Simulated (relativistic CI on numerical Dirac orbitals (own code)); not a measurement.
# Hyperfine structure of Re²⁷⁺, mass number 187

Calculated at this level of theory: Dirac-Coulomb-Breit CI, separate exchange-only KLI orbitals for each configuration, QED by a radiative potential, unscaled Slater integrals (own radial code, finite nucleus).

Configurations in the expansion (outside the closed core [Ar] 3d10): 4s2 4p6 4d10 4f2, 4s2 4p6 4d9 4f3, 4s2 4p6 4d10 4f 5s, 4s2 4p6 4d10 4f 5p, 4s2 4p6 4d10 5s2, 4s2 4p6 4d10 5s 5p, 4s2 4p5 4d10 4f3, 4s2 4p6 4d10 4f 5d, 4s2 4p6 4d10 5p2, 4s2 4p6 4d10 5s 5d, 4s2 4p6 4d9 4f2 5s, 4s 4p6 4d10 4f3, 4s2 4p6 4d10 5p 5d, 4s2 4p6 4d9 4f 5s2, 4s2 4p6 4d10 4f 5f, 4s2 4p6 4d9 4f 5s 5p. Levels of other configurations are missing.

Nuclear spin I = 5/2, μ = 3.209 μN, Q = 1.94 b (tables of Stone and Pyykkö). The electronic factors are computed for point nuclear moments, without core polarisation or the Bohr-Weisskopf and QED corrections.

| Level | E (cm⁻¹) | A (MHz) | B (MHz) |
| --- | --- | --- | --- |
| 4s2 4p6 4d10 4f2 3H_4 | 0.0 | 5788 | 8300 |
| 4s2 4p6 4d10 4f2 3F_2 | 20462.1 | 5777 | -3360 |
| 4s2 4p6 4d10 4f2 3H_5 | 28102.6 | 4136 | 9290 |
| 4s2 4p6 4d10 4f2 3F_3 | 42090.6 | 3675 | -2740 |
| 4s2 4p6 4d10 4f2 3H_6 | 51671.4 | 3413 | 11000 |
| 4s2 4p6 4d10 4f2 3F_4 | 74405.0 | 3137 | -899 |
| 4s2 4p6 4d10 4f2 1D_2 | 77153.4 | 3296 | -5160 |
| 4s2 4p6 4d10 4f2 3P_1 | 93353.2 | -214.3 | 3080 |

Levels with J = 0, under 50 % of one LS term, or S terms without an open s electron are left out. Small factors come from cancelling terms and can be off by tens of per cent or more.

At this charge energies of transitions that change n are usually good to better than 1 %, and those within a shell (Δn = 0) to a few per cent. Terms inside the open d or f shell come out 10 to 20 % too wide with unscaled integrals.

(1) Give the hyperfine levels of 4s2 4p6 4d10 4f2 3H_4 relative to its centre of gravity.

Results:

(1) With K = F(F + 1) − I(I + 1) − J(J + 1), E = AK/2 + B[¾K(K + 1) − I(I + 1)J(J + 1)]/[2I(2I − 1)J(2J − 1)]: F = 3/2: -68280, F = 5/2: -56250, F = 7/2: -38480, F = 9/2: -14040, F = 11/2: 18290, F = 13/2: 59960 MHz.

LS names give the leading component of a level, which can be under half, so a name can repeat, a term be missing and a line seem to break the LS rules.
